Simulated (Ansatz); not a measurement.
Input file for `CC[SiH](N)[SiH3]`:

```yaml
crystal:
  periodic: [false, false, false]
  atoms:
    - {symbol: C, position_ang: [-0.967451, 0.110173, -2.156871]}
    - {symbol: C, position_ang: [-0.911145, 0.573723, -0.703114]}
    - {symbol: Si, position_ang: [0.626838, -0.001227, 0.203548]}
    - {symbol: N, position_ang: [0.705168, -1.727682, 0.143971]}
    - {symbol: Si, position_ang: [0.597908, 0.616394, 2.464307]}
    - {symbol: H, position_ang: [-1.854688, 0.493134, -2.667892]}
    - {symbol: H, position_ang: [-1.004103, -0.980444, -2.226798]}
    - {symbol: H, position_ang: [-0.093150, 0.448851, -2.719688]}
    - {symbol: H, position_ang: [-0.936206, 1.668329, -0.654240]}
    - {symbol: H, position_ang: [-1.790418, 0.218516, -0.155951]}
    - {symbol: H, position_ang: [1.794768, 0.684845, -0.444047]}
    - {symbol: H, position_ang: [1.318985, -2.212175, 0.779255]}
    - {symbol: H, position_ang: [0.702539, -2.190030, -0.752465]}
    - {symbol: H, position_ang: [-0.674992, 0.209012, 3.121950]}
    - {symbol: H, position_ang: [1.720878, -0.026468, 3.205538]}
    - {symbol: H, position_ang: [0.742070, 2.092250, 2.606697]}
basis:
  gaussian: {orbitals: def2-TZVPP}
correlation: {method: ccsd_t}
output: {orbitals: {seedname: orbitals}}
```

```sh
$ ansatz run in.yaml --threads 2 --pin off --events-out ev --progress --plain --max-ram 32768MiB --backend cuda --devices 0, --max-vram 18GiB
```

Log, shortened:

```
Functional definition: HF
1882 factors; integrals over basis functions are off by at most 1.3e-3 eV
mean field evaluation 1: about -19438.8835 eV, gradient 4.4e1 eV
mean field evaluation 2: about -19439.1318 eV, gradient 4.4e1 eV
mean field evaluation 4: about -19444.1358 eV, gradient 4.4e0 eV
mean field evaluation 8: about -19444.2212 eV, gradient 2.8e-1 eV
mean field evaluation 16: about -19444.2215 eV, gradient 1.9e-6 eV
mean field -19444.22150411 eV, -714.5619605092 hartree, gradient 1.9e-6 eV, S^2 0.000000; 0 other end points of the search recorded, 0 dependent functions left out
13 core orbitals not correlated: weight in the atoms' cores, before any rotation towards them, 1.000 or more for the frozen orbitals, at most 0.000 for the correlated occupied ones
reference -19444.22150411 eV, -714.5619605092 hartree; 16, 16 occupied and 302, 302 virtual orbitals, 1882 factors
second order -22.47511987 eV of doubles, -0.00000000 eV of singles
cycle   1  -23.68058103 eV  change    -1.2e0 eV  update   1.0e-1
cycle   2  -24.31706419 eV  change   -6.4e-1 eV  update   3.0e-2
cycle   3  -24.39705690 eV  change   -8.0e-2 eV  update   1.2e-2
cycle   4  -24.39003121 eV  change    7.0e-3 eV  update   3.2e-3
cycle   5  -24.38961845 eV  change    4.1e-4 eV  update   1.3e-3
cycle   6  -24.38940976 eV  change    2.1e-4 eV  update   3.5e-4
cycle   7  -24.38926308 eV  change    1.5e-4 eV  update   1.1e-4
cycle   8  -24.38926682 eV  change   -3.7e-6 eV  update   3.8e-5
perturbative correction -0.91106587 eV, -0.0334810532 hartree
Total energy: -19469.52183679 eV, -715.4917305863 hartree
```

Run time 14 s (2 threads of an AMD EPYC 7R13 on a shared host and a share of an NVIDIA H100 80 GB); peak host memory 0.86 GiB.

MP2 recovers 88.8 % of the CCSD(T) correlation energy and the triples give 3.6 %; T1 = 0.0108.
